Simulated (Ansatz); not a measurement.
def2 core potentials replace the inner electrons of Te.

B3LYP has the VWN-RPA correlation part, as in Gaussian. 

Cartesian coordinates (Å):
SMILES: C[Te]O
```xyz
7

C     -0.9859    -0.1744    -0.2979
Te     0.4585     1.3911     0.1170
O      2.0560     0.1574     0.1972
H     -0.5787    -0.7972    -1.1049
H     -1.9137     0.3116    -0.6348
H     -1.1788    -0.7743     0.6003
H      2.1425    -0.1144     1.1230
```
Charge 0, multiplicity 1.

Question: Give the LUMO, adiabatic ionisation energy (no zero-point term), hole reorganisation energy (four-point), vertical ionisation energy (Delta-SCF) and HOMO–LUMO gap at the level B3LYP-D3(BJ)/def2-TZVP // B3LYP-D3(BJ)/def2-SVP (Ansatz, a quantum-chemistry and plane-wave program).

Answer: 
```yaml
LUMO: -1.85 eV
adiabatic ionisation energy (no zero-point term): 7.92 eV
hole reorganisation energy (four-point): 0.558 eV
vertical ionisation energy (Delta-SCF): 8.30 eV
HOMO–LUMO gap: 3.99 eV
```
